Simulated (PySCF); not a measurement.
C4H6O, SMILES `C=CCC=O` (C–C–C–C torsion -120°, C–C–C–O torsion 132°), neutral singlet in the gas phase. 

Cartesian coordinates (Å):
```xyz
11

C     -1.6973    -0.6535     0.3181
C     -0.7820     0.2867     0.1375
C      0.4844     0.0943    -0.6323
C      1.7016     0.3253     0.2247
O      2.6424    -0.4146     0.2813
H     -2.5975    -0.4613     0.8898
H     -1.5815    -1.6470    -0.1033
H     -0.9354     1.2697     0.5788
H      0.5480    -0.8997    -1.0775
H      0.5357     0.8377    -1.4416
H      1.6815     1.2624     0.8243
```
Charge 0, multiplicity 1.

All levels are single points at this geometry (PBE0-D4/def2-TZVP); Pople sets use spherical d functions. Orbital energies aren't observables, and empty levels follow the basis.

```csv
level,HOMO (eV),LUMO (eV),gap (eV),dipole (D),"vertical IE, Delta-SCF (eV)"
PBE0-D4/def2-TZVP in PySCF,-7.29,-0.86,6.43,2.70,–
B3LYP/6-311+G** in PySCF,-7.14,-1.25,5.89,2.82,–
B3LYP/6-31G* in PySCF,-6.72,-0.66,6.06,2.54,9.14
M06-2X/6-31G* in PySCF,-8.44,0.65,9.09,2.60,–
HF/6-31G* in PySCF,-10.10,3.91,14.02,3.04,8.80
HF/STO-3G in PySCF,-8.36,7.83,16.18,1.71,–
```
